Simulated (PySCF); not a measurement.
Input of a run (PBE0-D3(BJ)/def2-SVP geometry optimisation, gas phase (PySCF 2.14.0)), started from GFN2-xTB:
```
{"job": {"xc": "PBE0", "basis": "def2-SVP", "d3": "d3bj", "grid": 1, "shake": 0.01, "kind": "geom"}, "charge": -1, "multiplicity": 1}
O      3.410460     1.158990    -0.130780
C      2.567600     0.282670     0.100710
O      2.725800    -0.870560     0.496640
C      1.115910     0.694850    -0.154380
C      0.080450    -0.172140     0.049610
C     -1.316220     0.126560    -0.148340
F     -1.638920     1.357730    -0.589010
C     -2.312370    -0.717060     0.053560
F     -2.192070    -1.974000     0.512310
F     -3.633340    -0.455120    -0.124390
H      0.904520     1.698790    -0.495940
H      0.327860    -1.158970     0.420980
```

Output (energies in Eh, forces in Eh/bohr):
```
step   0  E = -640.57143970  max force = 0.051225
step   1  E = -640.57368162  max force = 0.013017
step   2  E = -640.57494566  max force = 0.008573
step   3  E = -640.57554637  max force = 0.003126
step   4  E = -640.57555596  max force = 0.002801
step   5  E = -640.57563884  max force = 0.001120
step   6  E = -640.57562943  max force = 0.001471
step   7  E = -640.57565107  max force = 0.000259
optimisation converged
```

Summarise the run.

The energy falls by 0.115 eV over 8 energy and gradient evaluations, the largest force component goes from 0.0512 to 2.6e-04 Eh/bohr, and the atoms move by 0.032 Å rms after alignment. The bond that changes most is C8–F10 (=CF2 carbon to vinyl fluorine), which shortens by 0.036 Å. Bonds longer at the end by more than 0.005 Å: 6 of 11; shorter: 3. Among the angles that change most is F9–C8–F10, from 108.2° to 111.3°. The energy rose by more than 1e-6 Eh at step 6. The first step brought 53 % of the lowering.

What are the final bond lengths?

O1=C2 1.246 Å, C2–O3 1.246 Å, C2–C4 1.541 Å, C4=C5 1.343 Å, C5–C6 1.441 Å, C6–F7 1.343 Å, C6=C8 1.342 Å, C8–F9 1.319 Å, C8–F10 1.322 Å, C4–H11 1.096 Å, C5–H12 1.096 Å. Numbering counts from 1 in the input's order; the species is `O=C([O-])/C=C/C(F)=C(F)F`.

The run used 150 basis functions and 65 SCF cycles in all.

No PBE0-D3(BJ)/def2-SVP frequencies stand behind this structure, so it isn't proved a minimum. The geometry's basis has no diffuse functions, a weakness for an anion.

The values belong to the conformer `[O:1]=[C:2]([O-:3])/[CH:4]=[CH:5]/[C:6]([F:7])=[C:8]([F:9])[F:10]`: O1–C2–C4–C5 178°, C4–C5–C6–F7 -1°.
